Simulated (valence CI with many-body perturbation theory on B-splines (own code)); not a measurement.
**Level structure of Sc IX**

Level of theory: relativistic CI+MBPT: three valence electrons over a frozen Dirac-Fock core [Ne], a basis of 11 s, 11 p, 10 d, 8 f, 5 g, 2 h functions for each j, with the one-electron correlation potential Σ1, the two-electron term Σ2, the three-electron term Σ3, Breit, model QED; selected CI, second order for the rest, scaled by the run's own slope (own B-spline code, finite nucleus).

No measured levels were compared; by estimate levels of excited configurations hold to 0.05 to 0.15 % of their energy, terms of the ground configuration to about 0.5 %.

Levels 136 to 177 of 177, with energies above the lowest level, 3s2.3p 2P°_1/2. "Leading %" is the weight of the configuration and term that name the level; weights of strongly mixed levels are sums over their largest components and can fall short. In the jj column 3d3/2^4 stands for four electrons in 3d with j = 3/2. Lifetimes count E1, E2, E3, M1 and M2 decay at the calculated energies, and are blank where another channel may lead or the interval is too uncertain; long ones can be off by a factor of two.

| No. | Configuration | Term | J | E (cm⁻¹) | Leading % | Lifetime | g | Leading jj |
| --- | --- | --- | --- | --- | --- | --- | --- | --- |
| 136 | 3p.3d2 | 4D° | 7/2 | 964630 | 98 | 22.6 ps | 1.428 | 3p3/2 3d5/2^2 (34 %) |
| 137 | 3p.3d2 | 4D° | 5/2 | 964880 | 98 | 22.5 ps | 1.370 | 3p3/2 3d3/2 3d5/2 (55 %) |
| 138 | 3p.3d2 | 4D° | 3/2 | 965090 | 98 | 22.5 ps | 1.199 | 3p3/2 3d3/2 3d5/2 (43 %) |
| 139 | 3p.3d2 | 4D° | 1/2 | 965230 | 99 | 22.4 ps | 0.001 | 3p3/2 3d3/2^2 (59 %) |
| 140 | 3p.3d2 | 2P° | 3/2 | 972540 | 96 | 22.2 ps | 1.330 | 3p1/2 3d5/2^2 (29 %) |
| 141 | 3p.3d2 | 2P° | 1/2 | 974630 | 97 | 22.4 ps | 0.663 | 3p3/2 3d5/2^2 (56 %) |
| 142 | 3s.3p.4p | 2P | 1/2 | 976920 | 84 | 21.5 ps | 0.802 | 3s 3p3/2 4p1/2 (54 %) |
| 143 | 3s.3p.4p | 2D | 3/2 | 977020 | 72 | 26.6 ps | 0.912 | 3s 3p3/2 4p1/2 (67 %) |
| 144 | 3s.3p.4p | 2D | 5/2 | 978400 | 90 | 27.8 ps | 1.200 | 3s 3p3/2 4p3/2 (59 %) |
| 145 | 3s.3p.4p | 2P | 3/2 | 978850 | 74 | 24.1 ps | 1.221 | 3s 3p3/2 4p3/2 (68 %) |
| 146 | 3s.3p.4p | 2S | 1/2 | 979610 | 43 | 16.5 ps | 1.868 | 3s^2 5s (39 %) |
| 147 | 3p.3d2 | 2F° | 5/2 | 987300 | 93 | 30.0 ps | 0.862 | 3p3/2 3d3/2 3d5/2 (38 %) |
| 148 | 3p.3d2 | 2F° | 7/2 | 987610 | 95 | 32.4 ps | 1.143 | 3p3/2 3d3/2 3d5/2 (38 %) |
| 149 | 3p.3d2 | 4S° | 3/2 | 987880 | 97 | 15.9 ps | 2.000 | 3p3/2 3d3/2 3d5/2 (42 %) |
| 150 | 3s.3p.4d | 2D° | 3/2 | 991800 | 82 | 33.2 ps | 0.830 | 3s 3p1/2 4d5/2 (38 %) |
| 151 | 3s.3p.4d | 4D° | 1/2 | 991830 | 95 | 13.4 ps | 0.013 | 3s 3p1/2 4d3/2 (55 %) |
| 152 | 3s.3p.4d | 4D° | 3/2 | 992020 | 85 | 14.5 ps | 1.159 | 3s 3p1/2 4d3/2 (49 %) |
| 153 | 3s.3p.4d | 4D° | 5/2 | 992290 | 69 | 16.2 ps | 1.327 | 3s 3p1/2 4d5/2 (58 %) |
| 154 | 3s.3p.4d | 2D° | 5/2 | 993170 | 67 | 27.8 ps | 1.225 | 3s 3p3/2 4d3/2 (48 %) |
| 155 | 3s.3p.4d | 4D° | 7/2 | 993620 | 91 | 14.0 ps | 1.419 | 3s 3p3/2 4d5/2 (56 %) |
| 156 | 3s.3p.4d | 4F° | 3/2 | 999450 | 92 | 155 ps | 0.434 | 3s 3p1/2 4d3/2 (64 %) |
| 157 | 3s2.5s | 2S | 1/2 | 1000300 | 53 | 74.3 ps | 2.001 | 3s^2 5s (53 %) |
| 158 | 3s.3p.4d | 4F° | 5/2 | 1000500 | 88 | 102 ps | 1.036 | 3s 3p1/2 4d5/2 (38 %) |
| 159 | 3s.3p.4d | 4F° | 7/2 | 1002200 | 91 | 118 ps | 1.244 | 3s 3p3/2 4d5/2 (42 %) |
| 160 | 3p.3d2 | 2D° | 3/2 | 1002200 | 86 | 22.7 ps | 0.802 | 3p1/2 3d3/2^2 (31 %) |
| 161 | 3p.3d2 | 2D° | 5/2 | 1003300 | 71 | 21.6 ps | 1.120 | 3p3/2 3d5/2^2 (27 %) |
| 162 | 3s.3p.4d | 4F° | 9/2 | 1004200 | 99 | 302 ps | 1.334 | 3s 3p3/2 4d5/2 (99 %) |
| 163 | 3p.3d2 | 2P° | 1/2 | 1004600 | 83 | 36.3 ps | 0.667 | 3p1/2 3d3/2^2 (35 %) |
| 164 | 3s.3p.4d | 2F° | 5/2 | 1004700 | 62 | 22.8 ps | 0.970 | 3s 3p3/2 4d3/2 (27 %) |
| 165 | 3s.3p.4d | 4P° | 5/2 | 1006600 | 91 | 25.3 ps | 1.573 | 3s 3p3/2 4d5/2 (55 %) |
| 166 | 3p.3d2 | 2P° | 3/2 | 1007000 | 36 | 29.7 ps | 1.418 | 3s 3p3/2 4d3/2 (33 %) |
| 167 | 3s.3p.4d | 2F° | 7/2 | 1007200 | 89 | 20.4 ps | 1.147 | 3s 3p3/2 4d3/2 (63 %) |
| 168 | 3s.3p.4d | 4P° | 3/2 | 1008100 | 73 | 27.5 ps | 1.629 | 3s 3p3/2 4d5/2 (40 %) |
| 169 | 3s.3p.4d | 4P° | 1/2 | 1008700 | 96 | 25.8 ps | 2.643 | 3s 3p3/2 4d3/2 (87 %) |
| 170 | 3s.3p.4d | 2P° | 3/2 | 1013300 | 56 | 32.7 ps | 1.330 | 3s 3p3/2 4d5/2 (33 %) |
| 171 | 3s.3p.4d | 2P° | 1/2 | 1013900 | 80 | 28.6 ps | 0.676 | 3s 3p3/2 4d5/2 (71 %) |
| 172 | 3p.3d2 | 2F° | 7/2 | 1014600 | 85 | 27.1 ps | 1.119 | 3p1/2 3d3/2 3d5/2 (48 %) |
| 173 | 3p.3d2 | 2F° | 5/2 | 1016200 | 95 | 28.9 ps | 0.857 | 3p3/2 3d3/2 3d5/2 (63 %) |
| 174 | 3p.3d2 | 2G° | 9/2 | 1018900 | 96 | 24.5 ps | 1.111 | 3p3/2 3d3/2 3d5/2 (56 %) |
| 175 | 3p.3d2 | 2G° | 7/2 | 1019900 | 87 | 24.8 ps | 0.913 | 3p3/2 3d3/2 3d5/2 (43 %) |
| 176 | 3s2.5p | 2P° | 1/2 | 1024300 | 92 | 57.0 ps | 0.666 | 3s^2 5p1/2 (92 %) |
| 177 | 3s2.5p | 2P° | 3/2 | 1025100 | 93 | 57.7 ps | 1.334 | 3s^2 5p3/2 (93 %) |

Names give the largest LS component (configuration and term), which can be under half, so a name can repeat, a term be missing and a line seem to break the LS rules; names also repeat where a configuration has a term twice.

Where two levels of one J and parity lie close, their mixing, g and order are uncertain.
